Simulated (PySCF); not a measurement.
# Levels of Rb¹⁸⁺ from EOM-EA-GCCSD

Reference: closed-shell Rb¹⁹⁺, [Ar]; one electron is added. Calculated with PySCF 2.14, two-component X2C-1e with screened spin-orbit coupling, an uncontracted even-tempered set (19 s from 0.67 bohr⁻², ratio 2.6; 14 p from 0.87 bohr⁻², ratio 2.6; 6 d from 0.89 bohr⁻², ratio 2.8; 3 f from 20 bohr⁻², ratio 2.8); frozen [Ne]; the 64 highest virtual spinors dropped; of the others 50 kept and the rest restored at second order. No Breit or QED terms. Binding energies in eV.

| level | Koopmans |
| --- | --- |
| 3d3/2 | 704.15 |
| 3d5/2 | 701.89 |

Question: How does correlation move these levels?

Answer: 3d3/2: second order 705.58, EOM-CCSD 705.35; 3d5/2: second order 703.30, EOM-CCSD 703.07.

For comparison, the ionisation energy of Rb¹⁸⁺ is 706 ± 2.2 eV (theoretical estimate listed by NIST; NIST Atomic Spectra Database, ionization energies).

Only part of the computed levels is shown.
